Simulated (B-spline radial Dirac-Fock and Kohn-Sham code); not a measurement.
In the model described below, an N6 (4f5/2) vacancy in the Pt²⁺ ion, [Xe] 4f14 5d8, inside a Watson sphere of charge -2 and radius 2 Å (a model of the Madelung potential; inside it an electron's potential energy is raised by 14.4 eV), lives for 3.2 fs, which corresponds to a natural width of 0.206 eV. Out of 1000 such holes, about 0.029 decay by emitting a photon and the rest by ordinary Auger emission. The strongest X-ray line is N6-O4 at 72.26 eV, with 94 % of the radiative rate. The strongest electron group is N6-O4O5 near 43 eV, with 58 % of the non-radiative rate.

Calculated with an atomic code on a B-spline grid, using a relativistic independent-particle model: LDA orbitals of the hole state, radiative multipoles to third order, Auger rates from the Coulomb interaction with a continuum orbital, Dirac-Fock energies.
